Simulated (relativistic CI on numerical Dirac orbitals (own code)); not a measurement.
Slater and spin-orbit integrals, Ca4+

Calculated at this level of theory: Dirac-Coulomb-Breit CI, orbitals from a KLI potential per configuration, model QED, valence Slater integrals scaled by 0.85, P86 correlation energy added to each configuration (own radial code, finite nucleus).

Slater integrals F^k, G^k are unscaled and averaged over j, outside the closed core [Ne]; ζ comes from projecting the Hamiltonian with its Breit term on Σ l·s of the shell.

- 3s2 3p4: F^2(3p,3p) = 86334, ζ(3p) = 2289.8 cm⁻¹; <r>(3p) = 1.166, <r^2>(3p) = 1.576 (bohr units).
- 3s 3p5: G^1(3s,3p) = 116650, ζ(3p) = 2287.1 cm⁻¹; <r>(3s) = 1.101, <r^2>(3s) = 1.386, <r>(3p) = 1.166, <r^2>(3p) = 1.578 (bohr units).
- 3s2 3p3 3d: F^2(3p,3p) = 86562, ζ(3p) = 2324.3, F^2(3p,3d) = 79393, G^1(3p,3d) = 98538, G^3(3p,3d) = 60665, ζ(3d) = 75.212 cm⁻¹; <r>(3p) = 1.163, <r^2>(3p) = 1.567, <r>(3d) = 1.294, <r^2>(3d) = 2.004 (bohr units).

Averages of the first 10 configurations, taken without configuration mixing, which lowers the lowest level and can move excited configurations by several eV; other configurations of the list can lie among them:

| Configuration | Parity | States | Average energy above the lowest level (eV) |
| --- | --- | --- | --- |
| 3s2 3p4 | even | 15 | 3.5 |
| 3s 3p5 | odd | 12 | 27.6 |
| 3s2 3p3 3d | odd | 200 | 34.2 |
| 3p6 | even | 1 | 55.7 |
| 3s 3p4 3d | even | 300 | 56.6 |
| 3s2 3p3 4s | odd | 40 | 48.6 |
| 3s2 3p3 4p | even | 120 | 54.8 |
| 3s2 3p3 4d | odd | 200 | 63.3 |
| 3p5 3d | odd | 60 | 83.1 |
| 3s 3p3 3d2 | odd | 1800 | 86.8 |
